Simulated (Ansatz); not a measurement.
Ansatz (a first-principles code) input:
A basis named .json is the Basis Set Exchange file of that set.

Ansatz 0.2 input:
```yaml
crystal:
  periodic: [false, false, false]
  atoms:
    - {symbol: Zn, position_ang: [-0.00000000, -0.00000000, -1.26024438]}
    - {symbol: Br, position_ang: [0.00000000, 0.00000000, 1.08020947]}
basis:
  gaussian:
    orbitals: def2-QZVPPD.json
hamiltonian:
  xc: hf
magnetization: {spin_polarized: true, initial_magnetization: 1}
```

Q: Predict the final energy.

A: -4350.35847 Eh (HF/def2-QZVPPD). The basis has 198 functions.

The spin state was set by rule; other spins were not relaxed.
